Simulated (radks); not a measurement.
The numbers below are computed, except where a source is named.
Spherical jellium clusters: N electrons in a uniform positive sphere of charge N and radius rs N^(1/3), rs = 2.38 bohr. Level of theory: non-relativistic Kohn-Sham, PBEsol, spin-polarised, spherical densities (a radial shooting solver with Libxc functionals). Levels are named by radial order and angular momentum (1s, 1p, 1d, 2s, ...), and open shells are averaged over m.

N = 29, configuration 1s2 1p6 1d10 2s2 1f(up 7, down 2). This is the lowest configuration that the search found. Occupied and some empty levels:

level,occupation,eigenvalue (eV),<r> (bohr)
1s up,1,-10.473,4.239
1s down,1,-10.279,4.068
1p up,3,-8.5166,5.217
1p down,3,-8.1591,5.101
1d up,5,-6.2297,5.917
1d down,5,-5.7704,5.855
2s up,1,-5.5650,5.107
2s down,1,-5.2674,5.169
1f up,7,-3.6795,6.557
1f down,2,-3.1695,6.550
2p up,0,-2.8256,6.365
2p down,0,-2.5341,6.423
1g up,0,-0.98891,7.361
1g down,0,-0.48472,7.494

Energy (eV): total -26.8405, kinetic 131.61, external -3652.7, Hartree 1780.4, exchange-correlation -163.93, background 1877.8.
